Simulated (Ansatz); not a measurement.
C₃H₆BrF, singlet, at a GFN2-xTB geometry; PBE/def2-TZVPP (Ansatz, a quantum-chemistry and plane-wave program).

Here is a job for Ansatz.
Ansatz 0.2 input:
```yaml
crystal:
  periodic: [false, false, false]
  atoms:
    - {symbol: C, position_ang: [1.56647764, -0.15614542, 1.14959588]}
    - {symbol: C, position_ang: [0.13288139, 0.18852755, 0.80768654]}
    - {symbol: C, position_ang: [-0.90320182, -0.53170063, 1.64357087]}
    - {symbol: F, position_ang: [-0.04958153, 1.53669012, 0.92041398]}
    - {symbol: Br, position_ang: [-0.18894839, -0.22891131, -1.11870197]}
    - {symbol: H, position_ang: [2.25046962, 0.41546421, 0.52515947]}
    - {symbol: H, position_ang: [1.74404453, -1.21656930, 0.99242510]}
    - {symbol: H, position_ang: [1.75733077, 0.09102066, 2.19308355]}
    - {symbol: H, position_ang: [-1.90444366, -0.21635840, 1.35620791]}
    - {symbol: H, position_ang: [-0.74945556, -0.29017726, 2.69448050]}
    - {symbol: H, position_ang: [-0.81546156, -1.60578412, 1.50436683]}
basis:
  gaussian:
    orbitals: def2-TZVPP
hamiltonian:
  xc: pbe
```

The log (banner, timings and long lists left out):

```
Functional definition: PBE
1426 factors; their error is unknown
mean field evaluation 1: about -75943.9574 eV, gradient 7.8e1 eV
mean field evaluation 2: about -75921.1986 eV, gradient 1.2e2 eV
mean field evaluation 4: about -75957.1162 eV, gradient 1.2e1 eV
mean field evaluation 8: about -75957.4402 eV, gradient 3.4e-1 eV
mean field evaluation 16: about -75957.3872 eV, gradient 5.8e-4 eV
mean field -75957.38722615 eV, -2791.3824947946 hartree, gradient 4.0e-5 eV, S^2 0.000000; 0 other end points of the search recorded, 0 dependent functions left out
reference -75957.38726522 eV, -2791.3824962305 hartree; 34, 34 occupied and 222, 222 virtual orbitals, 1426 factors
Total energy: -75957.38726522 eV, -2791.3824962305 hartree
```
